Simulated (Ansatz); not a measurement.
Stepwise reaction of `CCB(O)CC` with hydrogen, as a gas-phase model of exchange steps in deposition or etching. ΔE in kJ/mol.

Computed with Ansatz on PBE0-D4/def2-TZVP structures; ΔE is electronic, products minus reactants. CCSD(T)/CBS is the MP2 limit (def2-TZVPP, def2-QZVPP) plus CCSD(T) − MP2 in def2-TZVPP, frozen cores. This one scheme is used for every species. DFT in def2-TZVPP. B3LYP here is the variant with VWN-RPA as its local correlation; programs differ in this. Each species was taken in one conformer, which may not be the lowest.

```
step                         reaction  PBE-D4  B3LYP-D4  ωB97M-V  CCSD(T)/CBS
   1  `CCB(O)CC` + H₂ → `CCBO` + `CC`   -20.2     -25.4    -22.6        -21.9
   2        `CCBO` + H₂ → `BO` + `CC`   -16.3     -23.7    -20.5        -20.7
```

Problem. By hand: ΔE of the 2 steps together at CCSD(T)/CBS.

Solution. (-21.9) + (-20.7) = -42.6 kJ/mol, or -21.3 kJ/mol a step.

In ΔE the steps differ by no more than 1.2 kJ/mol. All are downhill at CCSD(T)/CBS. PBE-D4 differs from CCSD(T)/CBS by 1.7 to 4.4 kJ/mol a step. Isolated molecules leave out the surface, adducts and barriers. Largest T1 diagnostic: 0.014.
